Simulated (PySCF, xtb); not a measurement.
C2H7GaO, SMILES C[O][GaH][CH3].

GFN2-xTB (xtb) at its own geometry gives an orbital gap of 4.49 eV and a dipole moment of 1.11 D.

Geometry: r2SCAN-D4/def2-SVP. The structure was generated by enumeration; whether it is a known compound was not checked. One conformer was computed; it need not be the lowest.

**Question.** What does PBE0/def2-TZVP (PySCF) give? (Estimate from the structure and the level; the computed values follow.)

**Answer.** gap 6.88 eV (levels -7.62 and -0.74 eV), dipole 1.04 D.
